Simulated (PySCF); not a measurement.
**BiB: frontier orbitals**

B3LYP at R = 2.151 Å; PySCF, scalar-relativistic core potentials, basis sets Bi aug-cc-pVDZ-PP with ECP60, B aug-cc-pVDZ. State: ³Π (triplet), unpaired electrons σ ↑, π ↑. Only the outer orbitals are listed, counted within each symmetry, core potentials removing the inner ones.

```tsv
spin	orbital	occ.	ε (eV)	on Bi (%)	main shells (%)
α	5σ	1	-16.89	76	76 Bi s, 17 B s
α	6σ	1	-10.85	24	78 B s, 14 Bi s, 11 Bi p
α	7σ	1	-6.68	37	52 B p, 33 Bi p, 11 B s
α	3π	1	-6.55	70	70 Bi p, 29 B p
α	3π	1	-5.95	65	64 Bi p, 34 B p
α	4π	0	-2.33	34	66 B p, 29 Bi p
α	4π	0	-1.93	39	60 B p, 34 Bi p
α	8σ	0	-0.10	16	90 Bi p, 58 B p, 27 B s
β	5σ	1	-16.08	77	77 Bi s, 16 B s
β	6σ	1	-9.57	33	67 B s, 20 Bi p, 13 Bi s
β	3π	1	-5.65	70	70 Bi p, 28 B p
β	3π	0	-4.30	73	73 Bi p, 26 B p
β	7σ	0	-3.51	29	39 B p, 32 B s, 27 Bi p
β	4π	0	-1.47	35	65 B p, 29 Bi p
```

Which are the highest filled and the lowest empty level, where do they sit, and how wide is the gap?

Highest filled β 3π at -5.65 eV (in %: 70 Bi p, 28 B p); lowest empty β 3π at -4.30 eV (in %: 73 Bi p, 26 B p); the gap at B3LYP is 1.35 eV. Both belong to one degenerate shell, split only by its one-sided filling, so this is no excitation gap.

| Property | Result |
| --- | --- |
| bond order (Mayer) | 1.84 |
| ⟨S²⟩ | 2.007 |
| charge on Bi (Mulliken, basis-dependent) | 0.49 |
| charge on Bi (Löwdin, basis-dependent) | 0.42 |
| dipole moment (positive dipole means Bi(−)B(+)) | -1.20 D |
| polarisability along the bond | 97.1 bohr³ |
| polarisability across the bond | 62.0 bohr³ |

These are scalar-relativistic numbers at best; spin–orbit coupling would shift them, the dissociation energy most. The state was picked by a PBE0 search and need not be the measured ground state.
